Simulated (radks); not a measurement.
Results of a calculation; reference values are marked as such.
Task: Coherent X-ray form factor from a spherical all-electron density. Code: a radial shooting solver on a logarithmic mesh with Libxc functionals. Model: scalar-relativistic Kohn-Sham, BLYP, spin-polarised, spherical densities, finite nucleus; Fermi nuclear charge, rms radius of each element as measured or else 0.836 A^(1/3) + 0.57 fm.

sin(theta)/lambda (1/angstrom),f0 (electrons)
0.05,29.744
0.1,29.013
0.15,27.902
0.2,26.536
0.25,25.032
0.3,23.482
0.4,20.459
0.5,17.685
0.6,15.223
0.8,11.346
1,8.825
1.25,7.048
1.5,6.065
2,4.765

The species is in the configuration that NIST lists as its ground one. Which atom or ion scatters so?

Result: The selenium ion Se4+, [Ar] 3d10 4s2. Extrapolating in s^2 from the first two rows gives f0(0) = 30.0, near the electron count 30; among species with that count, the fall with angle is slower the higher Z, and the table is that of Z = 34; from so few rows the species is fixed only to a neighbour or two.
